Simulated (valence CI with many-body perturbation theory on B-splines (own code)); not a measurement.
**Ti7+: electric-dipole lines**

Computed by configuration interaction combined with many-body perturbation theory (CI+MBPT): five valence electrons over a frozen Dirac-Fock core [Ne], radial functions for each j: 11 s, 11 p, 10 d, 8 f, 5 g, 2 h, with the one-electron correlation potential Σ1, the two-electron term Σ2, the three-electron term Σ3, Breit, model QED; selected CI, second order for the rest, scaled by the run's own slope (own B-spline code, finite nucleus).

Set against measurement, 9 paired levels are off by 148 cm⁻¹ on average, the worst by 216. These come from a selection out of Corliss and Sugar, J. Phys. Chem. Ref. Data 8, 1 (1979). Levels without a partner in it may be off by more. Among the levels kept, up to 3200 cm⁻¹ of a level comes from second order outside the variational space, and about a tenth of that is noise between levels of different J, which matters for small intervals.

Lines 151 to 200 of 591 in falling wavelength, among levels below 93.165 eV, chosen from the strongest by gf and those to the six lowest levels. Wavelengths and rates use the calculated energies, so an error of 100 cm⁻¹ moves a line at 36.92 nm by 0.037 % and its rate by three times that or more. Electric multipoles are in the length gauge, E1 and E2 with the static RPA response of the core. Weak lines are less certain than strong ones. Lines between different terms over intervals too small for the method are left out, as are lines whose strength nearly cancels. Where a level lies close to another of its J and parity, the split of strength between their lines is uncertain. The highest levels of a list are the least certain.

Names give the largest LS component (configuration and term), which can be under half, so a name can repeat, a term be missing and a line seem to break the LS rules; names also repeat where a configuration has a term twice. Letters in brackets count levels of one name in rising energy.

| λ vac (nm) | Upper | Lower | A (s⁻¹) | S (a.u.) with core polarisation | S without |
| --- | --- | --- | --- | --- | --- |
| 36.92 | 3s3p³3d ⁴D°_5/2 [c] | 3s²3p²3d ⁴F_7/2 | 2.03e+09 | 3.02e-01 | 3.14e-01 |
| 36.89 | 3s3p³3d ²G°_9/2 [b] | 3s²3p²3d ²F_7/2 [a] | 2.55e+09 | 6.32e-01 | 6.54e-01 |
| 36.88 | 3s3p³3d ²F°_7/2 [c] | 3s²3p²3d ²G_9/2 | 1.83e+09 | 3.63e-01 | 3.76e-01 |
| 36.82 | 3s3p³3d ²D°_5/2 [a] | 3s²3p²3d ²P_3/2 [a] | 8.15e+08 | 1.20e-01 | 1.25e-01 |
| 36.78 | 3s3p³3d ²F°_5/2 [b] | 3s²3p²3d ²F_5/2 [a] | 3.23e+09 | 4.76e-01 | 4.93e-01 |
| 36.73 | 3s3p³3d ²D°_5/2 [f] | 3s²3p²3d ²D_5/2 [c] | 5.25e+09 | 7.70e-01 | 8.00e-01 |
| 36.71 | 3s3p³3d ²D°_3/2 [f] | 3s²3p²3d ²D_3/2 [c] | 5.51e+09 | 5.38e-01 | 5.59e-01 |
| 36.68 | 3s3p³3d ²F°_7/2 [b] | 3s²3p²3d ²F_7/2 [a] | 8.23e+08 | 1.60e-01 | 1.66e-01 |
| 36.66 | 3s3p³3d ²D°_5/2 [e] | 3s²3p²3d ²P_3/2 [c] | 4.28e+09 | 6.24e-01 | 6.47e-01 |
| 36.56 | 3s3p³3d ⁴D°_3/2 [c] | 3s²3p²3d ⁴F_5/2 | 2.24e+09 | 2.16e-01 | 2.24e-01 |
| 36.54 | 3s3p³3d ²D°_3/2 [f] | 3s²3p²3d ²D_5/2 [c] | 2.82e+09 | 2.71e-01 | 2.82e-01 |
| 36.48 | 3s3p³3d ²F°_7/2 [b] | 3s²3p²3d ²F_5/2 [a] | 2.75e+09 | 5.27e-01 | 5.46e-01 |
| 36.36 | 3s3p³3d ⁴D°_1/2 [c] | 3s²3p²3d ⁴F_3/2 | 2.83e+09 | 1.34e-01 | 1.40e-01 |
| 36.36 | 3s²3p²3d ⁴F_3/2 | 3s²3p³ ²D°_3/2 | 2.40e+07 | 2.27e-03 | 2.35e-03 |
| 36.32 | 3s²3p²3d ⁴F_5/2 | 3s²3p³ ²D°_5/2 | 9.88e+06 | 1.40e-03 | 1.45e-03 |
| 36.30 | 3s3p³3d ²D°_3/2 [e] | 3s²3p²3d ²P_1/2 [c] | 4.94e+09 | 4.66e-01 | 4.83e-01 |
| 36.22 | 3s²3p3d² ²F°_5/2 [a] | 3s²3p²3d ²D_3/2 [b] | 1.44e+09 | 2.03e-01 | 2.11e-01 |
| 36.06 | 3s²3p²3d ⁴F_7/2 | 3s²3p³ ²D°_5/2 | 6.77e+06 | 1.25e-03 | 1.28e-03 |
| 35.95 | 3s²3p3d² ²G°_9/2 | 3s²3p²3d ²F_7/2 [b] | 4.06e+09 | 9.31e-01 | 9.64e-01 |
| 35.93 | 3s²3p3d² ²G°_7/2 | 3s²3p²3d ²F_5/2 [b] | 4.29e+09 | 7.85e-01 | 8.13e-01 |
| 35.74 | 3s3p³3d ²P°_1/2 [c] | 3s²3p²3d ²D_3/2 [b] | 2.94e+09 | 1.33e-01 | 1.38e-01 |
| 35.73 | 3s²3p3d² ²F°_7/2 [a] | 3s²3p²3d ²D_5/2 [b] | 1.61e+09 | 2.90e-01 | 3.02e-01 |
| 35.72 | 3s3p³3d ²P°_3/2 [c] | 3s²3p²3d ²D_5/2 [b] | 1.75e+09 | 1.58e-01 | 1.64e-01 |
| 35.35 | 3s²3p3d² ²P°_1/2 [a] | 3s²3p²3d ²P_1/2 [b] | 3.43e+09 | 1.49e-01 | 1.55e-01 |
| 35.26 | 3s²3p3d² ²P°_3/2 [a] | 3s²3p²3d ²P_3/2 [b] | 4.09e+09 | 3.54e-01 | 3.68e-01 |
| 34.97 | 3s²3p²3d ²F_7/2 [a] | 3s²3p³ ²D°_5/2 | 8.23e+06 | 1.39e-03 | 1.44e-03 |
| 34.89 | 3s²3p²3d ⁴D_3/2 | 3s²3p³ ²D°_5/2 | 5.14e+07 | 4.31e-03 | 4.46e-03 |
| 34.82 | 3s²3p²3d ⁴D_1/2 | 3s²3p³ ²D°_3/2 | 7.24e+07 | 3.01e-03 | 3.12e-03 |
| 34.79 | 3s3p³3d ⁴D°_7/2 [a] | 3s3p⁴ ⁴P_5/2 | 2.43e+07 | 4.03e-03 | 4.16e-03 |
| 34.79 | 3s3p³3d ⁴D°_5/2 [a] | 3s3p⁴ ⁴P_5/2 | 2.83e+07 | 3.52e-03 | 3.63e-03 |
| 34.78 | 3s3p³3d ²D°_5/2 [f] | 3s²3p²3d ²F_7/2 [b] | 1.02e+10 | 1.27e+00 | 1.32e+00 |
| 34.75 | 3s3p³3d ⁴D°_3/2 [a] | 3s3p⁴ ⁴P_5/2 | 8.45e+06 | 7.00e-04 | 7.20e-04 |
| 34.71 | 3s²3p²3d ⁴D_5/2 | 3s²3p³ ²D°_5/2 | 1.69e+07 | 2.09e-03 | 2.15e-03 |
| 34.66 | 3s3p³3d ²D°_5/2 [f] | 3s²3p²3d ²F_5/2 [b] | 1.48e+09 | 1.83e-01 | 1.90e-01 |
| 34.65 | 3s3p³3d ²D°_3/2 [e] | 3s²3p²3d ²D_3/2 [b] | 1.25e+10 | 1.03e+00 | 1.06e+00 |
| 34.59 | 3s3p³3d ²D°_3/2 [e] | 3s²3p²3d ²D_5/2 [b] | 1.39e+09 | 1.13e-01 | 1.17e-01 |
| 34.59 | 3s3p³3d ²D°_5/2 [e] | 3s²3p²3d ²D_5/2 [b] | 1.24e+10 | 1.52e+00 | 1.58e+00 |
| 34.50 | 3s3p³3d ²D°_3/2 [f] | 3s²3p²3d ²F_5/2 [b] | 8.95e+09 | 7.25e-01 | 7.53e-01 |
| 34.49 | 3s3p³3d ⁴D°_7/2 [d] | 3s²3p²3d ⁴D_7/2 | 4.72e+09 | 7.65e-01 | 7.94e-01 |
| 34.48 | 3s3p³3d ⁴D°_5/2 [d] | 3s²3p²3d ⁴D_7/2 | 1.03e+09 | 1.25e-01 | 1.30e-01 |
| 34.41 | 3s3p⁴ ²S_1/2 | 3s²3p³ ⁴S°_3/2 | 1.97e+07 | 7.94e-04 | 8.24e-04 |
| 34.32 | 3s3p³3d ²F°_7/2 [d] | 3s²3p²3d ²G_9/2 | 1.70e+10 | 2.71e+00 | 2.81e+00 |
| 34.27 | 3s3p³3d ²D°_5/2 [f] | 3s²3p²3d ²P_3/2 [c] | 8.61e+09 | 1.03e+00 | 1.06e+00 |
| 34.24 | 3s3p³3d ²F°_5/2 [d] | 3s²3p²3d ²G_7/2 | 1.68e+10 | 2.00e+00 | 2.08e+00 |
| 34.11 | 3s3p³3d ²D°_3/2 [f] | 3s²3p²3d ²P_3/2 [c] | 1.59e+09 | 1.25e-01 | 1.29e-01 |
| 34.08 | 3s3p³3d ⁴D°_7/2 [d] | 3s²3p²3d ⁴D_5/2 | 1.45e+09 | 2.27e-01 | 2.36e-01 |
| 34.07 | 3s3p³3d ⁴D°_5/2 [d] | 3s²3p²3d ⁴D_5/2 | 4.44e+09 | 5.20e-01 | 5.40e-01 |
| 34.06 | 3s3p³3d ⁴D°_3/2 [d] | 3s²3p²3d ⁴D_5/2 | 2.24e+09 | 1.75e-01 | 1.81e-01 |
| 34.02 | 3s3p³3d ²D°_5/2 [c] | 3s²3p²3d ⁴D_7/2 | 1.41e+09 | 1.64e-01 | 1.70e-01 |
| 33.96 | 3s²3p3d² ²F°_7/2 [b] | 3s²3p²3d ²D_5/2 [c] | 1.74e+09 | 2.69e-01 | 2.78e-01 |
